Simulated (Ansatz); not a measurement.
The cluster Si3O4⁻. Total charge -1; doublet. Geometry r2SCAN-D4/def2-SVPD.

```tsv
atom	x (Å)	y (Å)	z (Å)
Si1	-0.340	1.254	-0.298
Si2	0.289	-0.933	-0.907
Si3	0.087	-0.553	2.076
O4	-0.110	2.687	-0.875
O5	-0.164	0.971	1.393
O6	-0.015	-1.895	-2.099
O7	0.252	-1.531	0.710
```

Another isomer (doublet) lies 0.67 eV lower at PBE0-D4/def2-TZVPD; other spin states weren't run for this one.

(1) Estimate the α-spin orbital energies around the gap (eV) in Ansatz with HF/def2-TZVPD, PBE-D4/def2-TZVPD, r2SCAN-D4/def2-TZVPD, PBE0-D4/def2-TZVPD, r2SCAN0-D4/def2-TZVPD.

Results:

(1) 
| orbital | HF/def2-TZVPD | PBE-D4/def2-TZVPD | r2SCAN-D4/def2-TZVPD | PBE0-D4/def2-TZVPD | r2SCAN0-D4/def2-TZVPD |
| --- | --- | --- | --- | --- | --- |
| HOMO−9 | -10.79 | -4.94 | -5.34 | -6.56 | -6.86 |
| HOMO−8 | -10.68 | -4.71 | -5.06 | -6.36 | -6.63 |
| HOMO−7 | -10.47 | -4.44 | -4.85 | -6.15 | -6.44 |
| HOMO−6 | -8.90 | -3.65 | -3.96 | -5.13 | -5.36 |
| HOMO−5 | -8.44 | -3.23 | -3.53 | -4.68 | -4.92 |
| HOMO−4 | -8.26 | -3.20 | -3.46 | -4.54 | -4.74 |
| HOMO−3 | -7.90 | -2.95 | -3.24 | -4.35 | -4.55 |
| HOMO−2 | -7.64 | -2.61 | -2.88 | -4.09 | -4.31 |
| HOMO−1 | -6.49 | -2.12 | -2.38 | -3.43 | -3.62 |
| HOMO | -3.81 | -0.41 | -0.66 | -1.33 | -1.54 |
| LUMO | 4.22 | 0.94 | 0.98 | 1.63 | 1.67 |
| LUMO+1 | 4.34 | 1.82 | 1.91 | 2.43 | 2.49 |
| LUMO+2 | 4.57 | 2.15 | 2.49 | 2.90 | 3.12 |
| LUMO+3 | 4.83 | 3.02 | 3.54 | 3.42 | 3.96 |
| LUMO+4 | 5.57 | 3.27 | 3.86 | 3.92 | 4.23 |
| LUMO+5 | 5.68 | 3.39 | 3.96 | 4.05 | 4.37 |
| β HOMO | -6.36 | -2.02 | -2.24 | -3.30 | -3.46 |
| β LUMO | 4.26 | 0.52 | 0.77 | 1.32 | 1.48 |
